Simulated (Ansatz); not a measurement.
Input (CCSDT(Q)/cc-pV(T+d)Z; Ansatz, a first-principles code): A basis named .json is the Basis Set Exchange file of that set.

Ansatz 0.2 input:
```yaml
crystal:
  periodic: [false, false, false]
  atoms:
    - {symbol: Al, position_ang: [0.12156026, -0.33863764, -1.14298335]}
    - {symbol: H, position_ang: [-0.96424586, 0.10062302, -2.20350345]}
    - {symbol: H, position_ang: [1.32874170, -1.27205720, -1.55294510]}
    - {symbol: P, position_ang: [-0.17239936, 0.23184718, 1.09684492]}
    - {symbol: H, position_ang: [-0.55460492, 1.57194623, 0.83296746]}
    - {symbol: H, position_ang: [1.19581604, 0.52406954, 1.32959073]}
basis:
  gaussian:
    orbitals: cc-pV_T+d_Z.json
magnetization: {spin_polarized: false}
correlation: {method: ccsdt_q, electrons: outside_noble_gas}
```

Output:

```
Functional definition: HF
integrals: 0.40 GiB planned
1723 factors; integrals over basis functions are off by at most 1.8e-7 eV
mean field: 0.55 GiB planned
mean field evaluation 1: about -15917.8742 eV, gradient 1.3e1 eV
mean field evaluation 2: about -15917.8768 eV, gradient 1.3e1 eV
mean field evaluation 4: about -15918.7895 eV, gradient 1.5e0 eV
mean field evaluation 8: about -15918.8021 eV, gradient 8.8e-2 eV
mean field evaluation 16: about -15918.6896 eV, gradient 4.1e0 eV
mean field -15918.80214919 eV, -585.0051888313 hartree, gradient 2.0e-6 eV, S^2 0.000000; 0 other end points of the search recorded, 0 dependent functions left out
10 core orbitals not correlated
reference -15918.80214919 eV, -585.0051888313 hartree; 6, 6 occupied and 118, 118 virtual orbitals, 1723 factors
second order -6.63007720 eV of doubles, -0.00000000 eV of singles
coupled cluster: 3.74 GiB planned
cycle   1  -7.40646272 eV  change   -7.8e-1 eV  update   8.6e-2
cycle   2  -7.94009705 eV  change   -5.3e-1 eV  update   3.7e-2
cycle   3  -8.05451424 eV  change   -1.1e-1 eV  update   1.7e-2
cycle   4  -8.03693979 eV  change    1.8e-2 eV  update   5.9e-3
cycle   5  -8.03722728 eV  change   -2.9e-4 eV  update   3.4e-3
cycle   6  -8.03954173 eV  change   -2.3e-3 eV  update   1.0e-3
cycle   7  -8.03866728 eV  change    8.7e-4 eV  update   5.3e-4
cycle   8  -8.03839250 eV  change    2.7e-4 eV  update   2.2e-4
cycle   9  -8.03867568 eV  change   -2.8e-4 eV  update   9.2e-5
cycle  10  -8.03865723 eV  change    1.8e-5 eV  update   3.5e-5
cycle  11  -8.03863832 eV  change    1.9e-5 eV  update   1.5e-5
cycle  12  -8.03863270 eV  change    5.6e-6 eV  update   6.9e-6
cycle  13  -8.03863314 eV  change   -4.4e-7 eV  update   2.3e-6
cycle  14  -8.03863652 eV  change   -3.4e-6 eV  update   9.7e-7
cycle  15  -8.03863808 eV  change   -1.6e-6 eV  update   4.2e-7
cycle  16  -8.03863829 eV  change   -2.1e-7 eV  update   1.8e-7
perturbative correction -0.01423378 eV, -0.0005230816 hartree
Total energy: -15926.85502126 eV, -585.3011264211 hartree
```
